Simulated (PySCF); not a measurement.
Spinor energies of Zn (zinc, neutral)

Start: [Ar] 3d10 4s2. Calculated with PySCF 2.14 in x2c-TZVPall-2c: generalised Hartree-Fock with the X2C-1e Hamiltonian and a Gaussian nucleus; one run each with spin-orbit coupling (SO) switched off, then screened by Boettger's factors. This is a chosen level, not necessarily the ground level.

```json
{"spinor shell": "1s1/2", "electrons": "2", "ε, spin-free (eV)": "-9729.8", "ε, screened SO (eV)": "-9729.7", "weight of nominal j (screened SO)": "1.000", "rms radius, screened SO (bohr)": "0.0580"}
{"spinor shell": "2s1/2", "electrons": "2", "ε, spin-free (eV)": "-1233.5", "ε, screened SO (eV)": "-1233.5", "weight of nominal j (screened SO)": "1.000", "rms radius, screened SO (bohr)": "0.244"}
{"spinor shell": "2p1/2", "electrons": "2", "ε, spin-free (eV)": "-1064.9", "ε, screened SO (eV)": "-1081.3", "weight of nominal j (screened SO)": "1.000", "rms radius, screened SO (bohr)": "0.217"}
{"spinor shell": "2p3/2", "electrons": "4", "ε, spin-free (eV)": "-1064.9", "ε, screened SO (eV)": "-1056.9", "weight of nominal j (screened SO)": "1.000", "rms radius, screened SO (bohr)": "0.220"}
{"spinor shell": "3s1/2", "electrons": "2", "ε, spin-free (eV)": "-157.81", "ε, screened SO (eV)": "-157.80", "weight of nominal j (screened SO)": "1.000", "rms radius, screened SO (bohr)": "0.731"}
{"spinor shell": "3p1/2", "electrons": "2", "ε, spin-free (eV)": "-105.50", "ε, screened SO (eV)": "-107.75", "weight of nominal j (screened SO)": "1.000", "rms radius, screened SO (bohr)": "0.770"}
{"spinor shell": "3p3/2", "electrons": "4", "ε, spin-free (eV)": "-105.50", "ε, screened SO (eV)": "-104.41", "weight of nominal j (screened SO)": "1.000", "rms radius, screened SO (bohr)": "0.781"}
{"spinor shell": "3d3/2", "electrons": "4", "ε, spin-free (eV)": "-20.719", "ε, screened SO (eV)": "-20.984", "weight of nominal j (screened SO)": "1.000", "rms radius, screened SO (bohr)": "1.01"}
{"spinor shell": "3d5/2", "electrons": "6", "ε, spin-free (eV)": "-20.719", "ε, screened SO (eV)": "-20.543", "weight of nominal j (screened SO)": "1.000", "rms radius, screened SO (bohr)": "1.01"}
{"spinor shell": "4s1/2", "electrons": "2", "ε, spin-free (eV)": "-8.130", "ε, screened SO (eV)": "-8.131", "weight of nominal j (screened SO)": "1.000", "rms radius, screened SO (bohr)": "3.08"}
```

```tsv
quantity	spin-free	screened SO
E (hartree)	-1794.22693	-1794.27800
M_J	0	0
⟨J²⟩	0.000	0.000
⟨L²⟩	0.000	0.002
⟨S²⟩	0.000	0.002
```

Without spin-orbit coupling the j labels of p, d and f shells carry no meaning; the spin-free column gives the mean over the occupied spinors of each nl shell.
